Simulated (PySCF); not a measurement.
Sc¹⁶⁺: fine-structure interval

Sc¹⁶⁺ [He] 2s2 2p1 [2p1/2^1, M_J = 1/2] → Sc¹⁶⁺ [He] 2s2 2p1 [2p3/2^1, M_J = 3/2], as a difference of total energies. All numbers are calculated (PySCF 2.14, the two-component X2C-1e Hamiltonian, in an even-tempered Gaussian basis (17 s from 3.4 bohr⁻², ratio 2.4; 11 p from 4.4 bohr⁻², ratio 2.4; 5 d from 16 bohr⁻², ratio 2.6; 5 f from 23 bohr⁻², ratio 2.6)). Correlated levels: nothing frozen; the 34 highest virtual spinors dropped. "Screened" scales the spin-orbit matrix elements by Boettger's factors to mimic the two-electron term; Breit and QED terms are absent.

| method | fine-structure interval (cm⁻¹) |
| --- | --- |
| GHF (screened spin-orbit) | 48766 |
| GMP2 (screened spin-orbit) | 47707 |
| GHF (bare spin-orbit) | 53866 |
